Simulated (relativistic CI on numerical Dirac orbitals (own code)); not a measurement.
**Charge states of thallium**

These numbers are calculated, not measured: Dirac-Coulomb-Breit CI, KLI orbitals optimised for each configuration, model QED, valence Slater integrals scaled by 0.9 (own radial code, finite nucleus).

Each species is treated in one configuration, given outside its closed core. Radial values are for the open shell of highest l, unscaled and averaged over j; ζ includes the Breit term. Labels give the leading LS character, summed over repeated terms.

| Ion | Configuration | Its lowest level | LS weight (%) | ⟨r⟩ (bohr) | ⟨r²⟩ (bohr²) | ζ (cm⁻¹) | Next level | E (cm⁻¹) |
| --- | --- | --- | --- | --- | --- | --- | --- | --- |
| Tl | 4f14 5d10 6s2 6p | 2P°_1/2 | 100 | 3.867 | 17.64 | 5202 | 2P°_3/2 | 7804.4 |
| Tl+ | 4f14 5d10 6s2 | 1S_0 | 100 |  |  |  |  |  |
| Tl2+ | 4f14 5d10 6s | 2S_1/2 | 100 | 2.278 | 5.836 |  |  |  |
| Tl3+ | 4f14 5d10 | 1S_0 | 100 |  |  |  |  |  |
| Tl4+ | 4f14 5d9 | 2D_5/2 | 100 | 1.297 | 1.928 | 7225 | 2D_3/2 | 18055 |
| Tl5+ | 4f14 5d8 | 3F_4 | 95 | 1.261 | 1.813 | 7721 | J = 2 (mixed) | 9712 |
| Tl6+ | 4f14 5d7 | 4F_9/2 | 79 | 1.229 | 1.715 | 8228 | J = 3/2 (mixed) | 13849 |
| Tl7+ | 4f14 5d6 | 5D_4 | 69 | 1.2 | 1.631 | 8743 | J = 2 (mixed) | 8353.3 |
| Tl8+ | 4f14 5d5 | 6S_5/2 | 67 | 1.174 | 1.556 | 9266 | J = 5/2 (mixed) | 20410 |
| Tl9+ | 4f14 5d4 | J = 0 (mixed) | 48 | 1.15 | 1.489 | 9796 | 5D_1 | 13962 |
| Tl10+ | 4f14 5d3 | 4F_3/2 | 70 | 1.127 | 1.429 | 10330 | 4F_5/2 | 16909 |
| Tl11+ | 4f14 5d2 | 3F_2 | 83 | 1.106 | 1.374 | 10870 | 3P_0 | 23558 |
| Tl12+ | 4f14 5d | 2D_3/2 | 100 | 1.086 | 1.324 | 11420 | 2D_5/2 | 28626 |
| Tl13+ | 4f14 | 1S_0 | 100 |  |  |  |  |  |
| Tl14+ | 4d10 4f14 5s2 5p5 | 2P°_3/2 | 100 | 0.9125 | 0.9302 | 133200 | 2P°_1/2 | 199910 |
| Tl15+ | 4d10 4f14 5s2 5p4 | 3P_2 | 72 | 0.9024 | 0.9094 | 137100 | 1S_0 | 31914 |
| Tl16+ | 4d10 4f14 5s2 5p3 | J = 3/2 (mixed) | 45 | 0.8926 | 0.8895 | 141000 | 4S°_3/2 | 188070 |
| Tl17+ | 4d10 4f14 5s2 5p2 | 3P_0 | 73 | 0.8831 | 0.8705 | 144900 | 3P_1 | 197240 |
| Tl18+ | 4d10 4f14 5s2 5p | 2P°_1/2 | 100 | 0.8737 | 0.852 | 148900 | 2P°_3/2 | 223460 |
| Tl19+ | 4d10 4f14 5s2 | 1S_0 | 100 |  |  |  |  |  |
| Tl20+ | 4d10 4f13 5s2 | 2F°_7/2 | 100 | 0.4391 | 0.2261 | 10550 | 2F°_5/2 | 37011 |
| Tl21+ | 4d10 4f13 5s | 3F°_4 | 100 | 0.4367 | 0.2232 | 10650 | 3F°_3 | 5073.2 |
| Tl22+ | 4d10 4f13 | 2F°_7/2 | 100 | 0.434 | 0.22 | 10740 | 2F°_5/2 | 37691 |
| Tl23+ | 4d10 4f12 | 3H_6 | 98 | 0.4273 | 0.2127 | 11110 | 3F_4 | 10450 |

With one configuration, terms of near-neutral atoms and ions can be 10 to 25 % off, and close levels can change places.

At low charge ζ of a weakly bound d or f electron comes out too small.
